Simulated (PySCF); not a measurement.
1,2,4-triazole (C2H3N3), SMILES c1nc[nH]n1. The structure is a stationary point at PBE-D3(BJ)/def2-SVP.

All values below come from PBE-D3(BJ)/def2-SVP in PySCF 2.14.0.

Harmonic wavenumbers (cm⁻¹): 594, 672, 691, 805, 867, 931, 969, 1069, 1118, 1178, 1233, 1302, 1368, 1424, 1510, 3181, 3185, 3547. Rotational constants (GHz): 10.20, 9.721, 4.976; symmetry number 1.

**Question.** Work out the zero-point energy and the ideal-gas rigid-rotor harmonic-oscillator thermochemistry at 298.15 K and 1 atm.

**Answer.** ZPE = ½ Σ hcν = ½ × 25644 cm⁻¹ = 36.66 kcal/mol. H − E(el) = 39.50 kcal/mol. Entropy in cal/(mol K): translation 38.61, rotation 23.99, vibration 1.99, total 64.60. G − E(el) = 20.24 kcal/mol. Cp = 14.20 cal/(mol K).
